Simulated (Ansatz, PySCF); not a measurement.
Si(F)2(OH)(SeH) (F2H2OSeSi), SMILES [Si](F)(F)([SeH])O.

The structure is a stationary point at PBE0-D3(BJ)/def2-SVP. This is a generated structure with no PubChem entry under its InChIKey; it may be hypothetical. Other conformers were not sampled.

Vertical ionisation energy (IE) and electron affinity (EA) in eV. Rows of orbital energies are one-electron estimates. Where ΔSCF, EOM or ADC give a negative EA the extra electron is unbound and the value depends on the basis.

| level | IE | EA |
|---|---|---|
| −ε(HOMO), −ε(LUMO), B3LYP/def2-TZVP (PySCF) | [?] | [?] |
| −ε(HOMO), −ε(LUMO), PBE/def2-TZVP (PySCF) | 6.58 | 1.17 |
| ΔSCF, CAM-B3LYP/def2-SVPD (Ansatz), final states of multiplicity 2 and 2 | 10.30 | -0.73 |
| ΔSCF, PBE/def2-SVPD (Ansatz), final states of multiplicity 2 and 2 | 10.04 | -0.49 |

### Question
Complete the blanks. (An estimate is asked for; the answer gives what the named calculation found.)

### Answer

- −ε(HOMO), −ε(LUMO), B3LYP/def2-TZVP (PySCF), IE: 7.55
- −ε(HOMO), −ε(LUMO), B3LYP/def2-TZVP (PySCF), EA: 0.57

### Question
What vertical singlet–triplet gap does ΔSCF give with CAM-B3LYP/def2-SVPD (Ansatz, a first-principles code) and with PBE/def2-SVPD (Ansatz)? (An estimate is asked for; the answer gives what the named calculation found.)

### Answer
5.41 and 5.23 eV (triplet above singlet where positive).
